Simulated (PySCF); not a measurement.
AlClH4O3Si, SMILES [Al]([OH])([O][SiH2]Cl)[OH].

Coordinates come from a B3LYP-D3(BJ)/def2-SVP optimisation. The structure was generated by enumeration; whether it is a known compound was not checked. One conformer was computed; it need not be the lowest.

Two levels are set side by side: TDDFT-PBE/def2-SVPD (PySCF) and TDDFT-B3LYP/def2-SVPD (PySCF). Vertical, same geometry. The lowest singlet is HOMO→LUMO 100 % with PBE and HOMO→LUMO 95 % with the other functional; states are paired by order. Differences are taken from unrounded values.

```json
[
 {"quantity": "lowest singlet excitation (eV)", "TDDFT-PBE": "5.66"},
 {"quantity": "lowest triplet excitation (TDA) (eV)", "TDDFT-PBE": "5.58"},
 {"quantity": "first bright state (f over 0.05) (eV)", "TDDFT-PBE": "6.48"},
 {"quantity": "its oscillator strength", "TDDFT-PBE": "0.05"}
]
```

Problem. These are the TDDFT-PBE values. What does TDDFT-B3LYP give? (An estimate is asked for; the answer gives what the named calculation found.)

Solution. 
| quantity | TDDFT-B3LYP | TDDFT-PBE minus TDDFT-B3LYP |
|---|---|---|
| lowest singlet excitation (eV) | 6.53 | -0.87 |
| lowest triplet excitation (TDA) (eV) | 6.41 | -0.82 |
| first bright state (f over 0.05) (eV) | 7.28 | -0.80 |
| its oscillator strength | 0.07 | -0.02 |

Functionals without exact exchange tend to place singlet excitations lower, as here. Differences between two approximate levels are no errors against the true value.

Rough cost on one machine, each run with all the roots and properties that it gave: TDDFT-B3LYP against TDDFT-PBE about 4 times.
